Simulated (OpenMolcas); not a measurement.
Pt3+: moving or changing the point charges

Pt3+ among 4 point charges of -2.5 e arranged as a square (D4h), 2.24 Å from the ion.
```
   2.2400    0.0000    0.0000  -2.50
   0.0000    2.2400    0.0000  -2.50
  -2.2400    0.0000    0.0000  -2.50
   0.0000   -2.2400    0.0000  -2.50
```

```yaml
Program: OpenMolcas 26.06
Method: CASSCF
Basis: ANO-RCC-VDZP [7s6p4d2f]
Scalar_Hamiltonian: DKH2, point nucleus
Active_space: 7 electrons in 5 orbitals (5d)
State_averaging: 2S+1 = 4 even, 10 roots; 2S+1 = 2 even, 40 roots
Spin-orbit_coupling: state interaction with AMFI integrals over the reference wave functions
```

Runs around this geometry, states (labels of D4, the rotations of D4h). Energies in cm-1 above the lowest state or level, χT in cm3 K/mol.

```
R (Å)  q (e)  Ground state  First state of that spin  First gap with spin-orbit (degeneracies)  χT at 300 K  First state of another spin
 2.24     -2            4E                  4A2 1353                              145.0 (2, 2)        3.356                     2E 10562
 2.14   -2.5            4E                  4A2 4860                               2203 (2, 2)        0.941                     2B2 6279
 2.24   -2.5            4E                  4A2 3432                               1264 (2, 2)        1.297                     2B2 8933
 2.44   -2.5            4E                  4A2 1590                              220.3 (2, 2)        3.220                     2E 11348
```

Taking the first state of the same spin as R^-n, n = -ln(1590 / 4860) / ln(2.44 / 2.14) = 8.5 between the shortest and longest distance.

Scaling the charges by -2 / -2.5 = 0.80 scales the first state of the same spin by 1353 / 3432 = 0.39; with fixed orbitals a first-order splitting would follow the charge.

An orbital doublet at a regular site is open to a Jahn-Teller distortion, which this geometry leaves out. Without dynamic correlation the repulsion within the d shell is too large (B by tens of per cent), so at a given field states of lower spin stand too high. This shell can be high or low spin here, a state of another spin lies low, and with metal d orbitals alone active their balance is uncertain, so the ground spin may be wrong. Point charges give a weaker field than real ligands, and real ions of this kind are as a rule low spin; the high spin found here belongs to the model. Spin-orbit coupling mixes the spin-free states strongly: the lowest level takes only 62 % from its leading state, 4E (figures for R = 2.24, q = -2; the like holds for R = 2.14, q = -2.5, R = 2.24, q = -2.5, R = 2.44, q = -2.5). Point charges carry no covalency, so the field is a model and not that of real ligands. No measured value stands beside these numbers.
